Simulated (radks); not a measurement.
Question: All-electron atom: neutral lanthanum in [Xe] 5d2 6p1 (not the ground configuration). Method: scalar-relativistic Kohn-Sham, PBE, spin-polarised, spherical densities, finite nucleus; open shells are filled with parallel spins first (spin-orbit coupling, left out, can overturn this in heavy ions); Fermi nuclear charge, rms radius 4.855 fm; computed with a radial shooting solver on a logarithmic mesh with Libxc functionals. Some entries of the table are withheld. Estimate them.

orbital  occ.  eigenvalue (hartree)  <r^2> (bohr^2)  <r> (bohr)
1s down     1             -1423.946       0.0008538     0.02507
1s up       1             -1423.946       0.0008538     0.02507
2s up       1             -226.6564         0.01362      0.1075
2s down     1             -226.6546         0.01362      0.1075
2p up       3             -203.1496         0.01084     0.09425
2p down     3             -203.1482         0.01084     0.09425
3s up       1             -48.45519         0.09292      0.2852
3s down     1             -48.45434         0.09292      0.2852
3p up       3             -40.94777         0.09296      0.2832
3p down     3             -40.94680         0.09295      0.2832
3d up       5             -30.15915         0.07971      0.2600
3d down     5             -30.15764         0.07971      0.2600
4s up       1              -9.76217          0.4826      0.6542
4s down     1              -9.75933          0.4827      0.6542
4p up       3              -7.32053          0.5458      0.6930
4p down     3              -7.31800          0.5459      0.6931
4d up       5              -3.78680          0.6832         (1)
4d down     5              -3.78429          0.6827         (2)
5s up       1              -1.41276           2.761       1.567
5s down     1              -1.39147           2.723       1.557
5p up       3              -0.81433           3.770       1.824
5p down     3              -0.78426           3.699       1.806
5d up       2              -0.12329           11.39       3.070
5d down     0              -0.07721           10.43       2.957
6p up       1              -0.06463           41.76       6.046

Answer: 
(1) 4d up <r> (bohr): 0.7676
(2) 4d down <r> (bohr): 0.7674
